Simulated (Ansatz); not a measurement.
`CN(C)c1ccc(-c2ccc(-c3ccc(-c4ccc(-c5ccc(-c6ccc(C#N)cc6)cc5)cc4)cc3)cc2)cc1` with charge -1, relaxed as a doublet with UKS r2SCAN-D4/def2-SVP in Ansatz, starting from the r2SCAN-D4/def2-SVP geometry of the neutral singlet. Force threshold 0.03 eV/Å.

Single mean-field runs in def2-SVP are fitted with def2-universal-jkfit.

Start:

```xyz
71

C    -4.591   -9.811   -7.191
N    -4.592   -9.758   -5.747
C    -5.141  -10.852   -4.980
C    -4.069   -8.660   -5.100
C    -4.028   -8.586   -3.684
C    -3.502   -7.471   -3.041
C    -2.982   -6.372   -3.751
C    -2.425   -5.195   -3.058
C    -1.376   -4.440   -3.619
C    -0.851   -3.328   -2.966
C    -1.349   -2.912   -1.716
C    -0.794   -1.731   -1.023
C     0.569   -1.393   -1.130
C     1.092   -0.281   -0.475
C     0.276    0.552    0.315
C     0.829    1.733    1.008
C     2.142    1.735    1.517
C     2.661    2.846    2.175
C     1.894    4.014    2.352
C     2.443    5.194    3.050
C     3.355    5.053    4.114
C     3.873    6.165    4.773
C     3.499    7.471    4.401
C     4.045    8.650    5.103
C     3.267    9.813    5.281
C     3.774   10.927    5.941
C     5.088   10.909    6.448
C     5.615   12.050    7.128
N     6.046   12.981    7.683
C     5.877    9.754    6.278
C     5.358    8.647    5.616
C     2.587    7.613    3.338
C     2.073    6.501    2.677
C     0.582    4.015    1.840
C     0.061    2.901    1.187
C    -1.088    0.216    0.420
C    -1.609   -0.899   -0.231
C    -2.397   -3.665   -1.153
C    -2.921   -4.777   -1.807
C    -3.023   -6.452   -5.157
C    -3.549   -7.555   -5.820
H    -5.017  -10.768   -7.518
H    -3.569   -9.735   -7.607
H    -5.195   -8.999   -7.639
H    -5.537  -11.612   -5.665
H    -4.380  -11.337   -4.339
H    -5.968  -10.523   -4.324
H    -4.398   -9.414   -3.077
H    -3.465   -7.471   -1.948
H    -0.950   -4.743   -4.580
H    -0.049   -2.758   -3.444
H     1.235   -2.026   -1.722
H     2.152   -0.040   -0.594
H     2.761    0.839    1.412
H     3.691    2.817    2.543
H     3.633    4.052    4.456
H     4.548    6.017    5.621
H     2.236    9.831    4.918
H     3.155   11.817    6.080
H     6.901    9.740    6.661
H     5.992    7.769    5.466
H     2.307    8.614    2.997
H     1.399    6.648    1.828
H    -0.049    4.898    1.975
H    -0.956    2.942    0.788
H    -1.747    0.829    1.041
H    -2.676   -1.120   -0.140
H    -2.797   -3.383   -0.175
H    -3.748   -5.325   -1.346
H    -2.659   -5.611   -5.754
H    -3.569   -7.549   -6.911
```

(1) Estimate the energy that the relaxation releases and the steps that it takes.

(2) Does the start keep its bonding and symmetry?

(3) Predict the relaxed structure.

## Answers

(1) 0.16 eV, in 16 steps; 4.5 min on 2 threads of AMD EPYC 7R13 on a shared host and a share (18 GiB) of an NVIDIA H100 80GB HBM3. The force fell under the threshold at step 14, but the optimiser went on. No frequencies were taken in this run, so the end may be a saddle point.

(2) By distances, no bond broke or formed. The bond that changes most is C23–C24, from 1.48 to 1.46 Å (atoms count from 1).

(3) 
```xyz
71

C    -4.316  -10.012   -7.176
N    -4.596   -9.808   -5.777
C    -5.417  -10.744   -5.053
C    -4.077   -8.701   -5.126
C    -4.320   -8.471   -3.750
C    -3.794   -7.356   -3.104
C    -2.999   -6.401   -3.772
C    -2.447   -5.224   -3.079
C    -1.245   -4.611   -3.497
C    -0.723   -3.502   -2.843
C    -1.368   -2.921   -1.724
C    -0.819   -1.749   -1.034
C     0.559   -1.425   -1.088
C     1.080   -0.319   -0.431
C     0.264    0.560    0.326
C     0.811    1.729    1.014
C     2.186    1.832    1.346
C     2.705    2.937    2.003
C     1.895    4.042    2.378
C     2.441    5.207    3.066
C     3.683    5.166    3.754
C     4.202    6.272    4.407
C     3.525    7.522    4.434
C     4.069    8.684    5.121
C     3.255    9.798    5.479
C     3.766   10.905    6.133
C     5.142   10.977    6.476
C     5.672   12.109    7.146
N     6.110   13.045    7.700
C     5.970    9.877    6.127
C     5.447    8.775    5.475
C     2.282    7.562    3.745
C     1.764    6.456    3.092
C     0.520    3.939    2.041
C     0.000    2.829    1.393
C    -1.116    0.236    0.374
C    -1.635   -0.876   -0.275
C    -2.573   -3.538   -1.309
C    -3.092   -4.649   -1.962
C    -2.763   -6.639   -5.142
C    -3.280   -7.748   -5.806
H    -4.795  -10.941   -7.511
H    -3.231  -10.099   -7.377
H    -4.701   -9.186   -7.807
H    -5.746  -11.541   -5.733
H    -4.873  -11.220   -4.214
H    -6.322  -10.267   -4.628
H    -4.915   -9.177   -3.169
H    -3.984   -7.238   -2.033
H    -0.695   -5.030   -4.346
H     0.202   -3.056   -3.220
H     1.243   -2.074   -1.643
H     2.150   -0.114   -0.522
H     2.863    1.009    1.099
H     3.777    2.960    2.217
H     4.233    4.223    3.813
H     5.140    6.156    4.957
H     2.184    9.771    5.262
H     3.106   11.735    6.403
H     7.036    9.914    6.370
H     6.126    7.964    5.197
H     1.731    8.505    3.684
H     0.826    6.569    2.543
H    -0.163    4.747    2.317
H    -1.066    2.820    1.149
H    -1.796    0.864    0.956
H    -2.711   -1.063   -0.212
H    -3.104   -3.144   -0.438
H    -4.038   -5.074   -1.610
H    -2.179   -5.916   -5.718
H    -3.070   -7.864   -6.871
```
Bond lengths: 42 × C–C 1.38 to 1.47 Å; 4 × C–N 1.17 to 1.44 Å; 30 × C–H 1.09 to 1.11 Å.
